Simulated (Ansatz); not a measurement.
Two isomers of AlBH8Si2: A = `[AlH2][B]([SiH3])[SiH3]`, B = `[SiH3][BH][AlH][SiH3]`.

Calculated with Ansatz (gas phase, PBE0-D4/def2-TZVP geometries, no zero-point term in ΔE). CCSD(T)/CBS is the MP2 limit (def2-TZVPP, def2-QZVPP) plus CCSD(T) − MP2 in def2-TZVPP, frozen cores. DFT in def2-TZVPP. B3LYP here is the variant with VWN-RPA as its local correlation; programs differ in this. Each species was taken in one conformer, which may not be the lowest.

Which is lower in electronic energy at CCSD(T)/CBS, and by how much? (An estimate is asked.)

The calculation gave: B, by 1.0 kcal/mol.

Give E(B) − E(A) in kcal/mol with CCSD(T)/def2-TZVPP, r2SCAN-D4, B3LYP, HF/def2-TZVPP, B3LYP-D4, PBE-D4, PBE0-D4. (Estimate.)

The calculation gave: CCSD(T)/def2-TZVPP -1.4, r2SCAN-D4 -1.0, B3LYP -2.4, HF/def2-TZVPP -2.3, B3LYP-D4 -1.0, PBE-D4 -1.7, PBE0-D4 -1.6. None reverses the order clearly.

Largest T1 diagnostic: 0.015.

The D4 term adds +1.4 kcal/mol with B3LYP and +0.7 kcal/mol with PBE0; it sums over pairs of atoms, weighted by their polarisabilities, and B3LYP, whose exchange is more repulsive, gets the larger term. In def2-TZVPP, CCSD(T) changes the Hartree–Fock value by +0.9 kcal/mol (the triples alone add +0.3 kcal/mol) and MP2 by +1.8 kcal/mol.
